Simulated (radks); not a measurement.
The numbers below are computed, except where a source is named.
Question: Excited configurations of the copper ion Cu+: one electron is placed in a higher orbital outside [Ar] 3d9. The ground configuration is [Ar] 3d10. Code: a radial shooting solver on a logarithmic mesh with Libxc functionals. Model: non-relativistic Kohn-Sham, PBE, spin-unpolarised, spherical densities, point nucleus. Excitation = E - E(ground); binding = E(ion) - E, where the ion is the core of charge +2; n* = 2/sqrt(2 binding) in atomic units, and the quantum defect is n - n*.

| outer orbital | excitation (eV) | binding (eV) | n* | quantum defect | eigenvalue (eV) | <r> (bohr) |
|---|---|---|---|---|---|---|
| 4s | 3.901 | 17.584 | 1.759 | 2.241 | -13.337 | 2.506 |
| 4d | 15.530 | 5.955 | 3.023 | 0.977 | -4.235 | 5.461 |
| 5s | 14.331 | 7.154 | 2.758 | 2.242 | -5.627 | 5.883 |
| 5d | 17.917 | 3.568 | 3.906 | 1.094 | -2.717 | 10.39 |
| 6s | 17.519 | 3.966 | 3.705 | 2.295 | -3.166 | 10.63 |
| 6p | 18.175 | 3.310 | 4.055 | 1.945 | -2.634 | 12.31 |
| 6f | 19.833 | 1.651 | 5.741 | 0.259 | -1.305 | 22.80 |
| 7p | 19.297 | 2.188 | 4.987 | 2.013 | -1.768 | 18.98 |
| 7f | 20.252 | 1.233 | 6.645 | 0.355 | -0.993 | 31.85 |

Estimate the row for 4p.

Answer: excitation (eV) 9.661; binding (eV) 11.824; n* 2.145; quantum defect 1.855; eigenvalue (eV) -8.497; <r> (bohr) 3.160. The Delta-SCF ionisation energy is 21.485 eV (NIST Atomic Spectra Database: 20.292 eV, measured). Self-interaction in the functional shifts the binding energies and quantum defects, so they are the method's values and not measured ones. Spin polarisation and multiplet splitting are left out, so open shells lie too high by an amount that depends on their filling.

Beside tabulated values, note that spin-unpolarised runs miss the spin-polarisation part of the exchange energy of open shells.
